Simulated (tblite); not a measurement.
Species: C4H7F2O2Si (doublet state).
Cartesian coordinates in Å at the GFN2-xTB level; atoms count from 1:
```xyz
16
C4H7F2O2Si angstrom
C     -1.4569   -1.3790    0.2813
C     -0.7871   -0.0674    0.4117
O     -1.3494    1.0318   -0.1600
Si    -0.2615    2.2521   -0.3526
O      0.9935    1.4543    0.3640
C      0.6872    0.1165    0.6155
C      1.5355   -0.7578   -0.3374
F      1.0298   -0.7441   -1.5908
F      1.5387   -2.0500    0.0625
H     -1.3048   -1.8170   -0.7132
H     -2.5284   -1.2554    0.4251
H     -1.0640   -2.0749    1.0196
H     -0.6165    3.3831    0.4811
H     -0.0081    2.4663   -1.7664
H      1.0084   -0.1449    1.6361
H      2.5759   -0.4047   -0.3880
```

The geometry is computed with GFN2-xTB (gas phase). This method treats the open shell by occupation alone, without spin polarisation.

Take the most abundant isotopes and a rigid rotor. The values belong to one conformer with, in the numbering `[CH3:1][C:2]1[O:3][SiH2:4][O:5][C@@H:6]1[CH:7]([F:8])[F:9]`, O5–C6–C7–F8 -77°.

Task: Give the principal moments of inertia and the rotational constants in MHz.

Result: Ia = 221.31, Ib = 433.69, Ic = 529.92 u·Å²; 505379 MHz·u·Å²/I gives A = 2284, B = 1165, C = 953.7 MHz.

Task: Classify the top.

Result: An asymmetric top. Ray's parameter κ = (2B − A − C)/(A − C) = -0.682; −1 is the prolate and +1 the oblate limit.

Task: What does the inertial defect say?

Result: Not planar: Δ = Ic − Ia − Ib = -125.08 u·Å². For a rigid frame Δ = −2 Σ m c², so Σ m c² = 62.54 u·Å² lies off the ab plane: 7.87 from hydrogen and 54.67 from heavier atoms. The atom farthest from that plane is 1.90 Å away.

Task: Give the other two planar moments, Paa and Pbb, and the rms extents of the mass along the axes.

Result: Paa = Σ m a² = (Ib + Ic − Ia)/2 = 371.15 and Pbb = Σ m b² = (Ia + Ic − Ib)/2 = 158.77 u·Å². With the mass M = 153.02 u, the rms extents √(P/M) along a, b and c are 1.56, 1.02, 0.64 Å.

For this open shell read J as N, the rotation without spin; fine and hyperfine splittings come on top. Its GFN2-xTB frequencies are all real (lowest 48 cm⁻¹). These are rigid-rotor constants of the computed structure; measured ground-state constants (B0) also hold zero-point vibration.

Time: 0.77 s of wall time. Hardware: an Arm Neoverse V1 with one thread, no GPU, shared host. These figures are those of the optimisation.
